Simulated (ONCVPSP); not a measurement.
## Building the ONCV potential for Zr (Z = 40) (LDA (Perdew-Zunger), scalar-relativistic).

* Element: zirconium
* Generator: ONCVPSP 4.0.1
* Type: optimised norm-conserving Vanderbilt (ONCV)
* Functional: LDA (Perdew-Zunger)
* Relativity: scalar-relativistic
* Frozen core: [Kr]
* Valence charge: 4
* Reference configuration: 4d2 5s2
* Partial waves: 5s: rc 2.60 bohr, ncon 5, nbas 9, qcut 2.2 1/bohr, 2 projectors, debl 1.6 Ha; p scattering state at 0.04 Ha: rc 4.10 bohr, ncon 3, nbas 8, qcut 3.5 1/bohr, 2 projectors, debl 3.7 Ha; 4d: rc 3.10 bohr, ncon 4, nbas 9, qcut 4.7 1/bohr, 1 projector
* Local potential: polynomial inside 2.35 bohr (lpopt 3, dvloc0 0 Ha)
* Core correction: Teter function, fcfact 3.25, rcfact 1.1

In the p channel the program set the typed energies aside and used 0.050, 3.750 Ha.

* Cutoffs needed: 18 Ha and 32 Ha (the cutoffs (Ha) at which the residual kinetic energy of the hardest occupied pseudo-wave falls to 1 and 0.1 mHa per electron)
* Ghost test: no bound ghost flagged but for a GHOST(-) flag that falls on a real empty level of the atom; GHOST(+) flagged for s at 40.1 eV, p at 109.7 eV, s at 172.2 eV
* Largest excitation error: +198 meV (all-electron minus pseudo) for 4d1 5s0, out of 4 test configurations
* rms error of d²Exc/dni dnj: 13.75 mHa without and 9.24 mHa with the model core
